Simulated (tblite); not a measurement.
Species: C7H10N (doublet state).
Atom-mapped SMILES: `[CH3:1][NH:2][C@@:3]12[CH:4]=[C:5][CH2:6][C@@H:7]1[CH2:8]2` (hydrogens: H9, H10, H11 on C1; H12 on N2; H13 on C4; H14, H15 on C6; H16 on C7; H17, H18 on C8)

Geometry (GFN2-xTB, Å), atoms numbered from 1 in this order:
```xyz
18
C7H10N angstrom
C      2.2997    0.0472    0.1466
N      1.3238   -0.3156   -0.8625
C     -0.0196   -0.3373   -0.4216
C     -0.4820   -1.3369    0.6344
C     -1.3453   -0.7482    1.4189
C     -1.6577    0.6737    1.1071
C     -0.8103    0.9246   -0.1377
C     -1.1218    0.0955   -1.3488
H      3.2820    0.1031   -0.3207
H      2.0399    1.0283    0.5425
H      2.3433   -0.6615    0.9843
H      1.5760   -1.1891   -1.3149
H     -0.1025   -2.3408    0.6668
H     -2.7228    0.8142    0.9138
H     -1.3725    1.3309    1.9315
H     -0.3831    1.9054   -0.2786
H     -2.0358   -0.4796   -1.3662
H     -0.8202    0.4924   -2.3066
```

Calculated harmonic vibrations of the isolated species, GFN2-xTB (tblite), most abundant isotopes, no scaling. Errors from tens to a few hundred cm⁻¹ against measured bands are possible. One conformer, not necessarily the lowest. Open shells enter through the occupations alone, without spin polarisation, and single modes of such species can be off by tens of per cent.

Harmonic wavenumbers (cm⁻¹): 98.3, 144.0, 172.0, 257.1, 336.7, 358.8, 412.5, 504.3, 569.6, 687.8, 734.3, 769.8, 780.7, 851.0, 890.4, 906.2, 955.5, 984.9, 1003.0, 1043.6, 1052.6, 1074.7, 1090.2, 1108.6, 1121.4, 1148.0, 1152.9, 1204.3, 1229.5, 1265.2, 1372.9, 1384.8, 1412.6, 1446.3, 1457.2, 1480.1, 1492.4, 1691.9, 2891.6, 2956.2, 2977.9, 3015.2, 3018.8, 3076.1, 3076.5, 3094.5, 3136.6, 3352.7.

A = 3603, B = 1866, C = 1661 MHz; mass 108.081 u (most abundant isotopes); point group C1, symmetry number 1; spin multiplicity 2.

**Question.** Zero-point energy?

**Answer.** ½Σν̃ = 33121 cm⁻¹ = 94.70 kcal/mol.

**Question.** Give the ideal-gas entropy at 273.15 K and 1 bar in the rigid-rotor, harmonic-oscillator model (classical rotation).

**Answer.** Translation 39.54, rotation 27.49, vibration 15.33, spin (R ln 2) 1.38: S = 83.7 cal/(mol K).

**Question.** And Cp and H(273.15 K) − H(0)?

**Answer.** Cp = 29.06 cal/(mol K), of which vibrations give 21.11 (their classical limit is 48 R = 95.4); H(273.15 K) − H(0) = 4.67 kcal/mol without the zero-point energy, 2.50 from vibrations.

**Question.** What must be added to the electronic energy to get the Gibbs energy at 273.15 K and 1 bar?

**Answer.** ZPE + [H(273.15 K) − H(0)] − T·S = 94.70 + 4.67 − 22.87 = 76.50 kcal/mol.

**Question.** Blend soft modes into free rotors: weight 1/[1 + (100 cm⁻¹/ν̃)⁴] for the oscillator and the rest for a rotor with moment μB/(μ + B), μ = h/(8π²ν), B = 10⁻⁴⁴ kg m². What vibrational entropy results?

**Answer.** 15.04 cal/(mol K) in place of 15.33, which changes −T·S at 273.15 K by +0.08 kcal/mol.

Hindered rotation and anharmonicity are outside this model. Other conformers, if any are populated, would add a mixing term that is left out. The structure is chiral; the term R ln 2 for an equal mix with its mirror image is left out.

Hardware: one thread, INTEL XEON PLATINUM 8581C at 2.10 GHz (x86_64), shared host with 80 logical CPUs at a one-minute load of 18. Cost: 0.54 s. This covers the Hessian and the dipole derivatives.
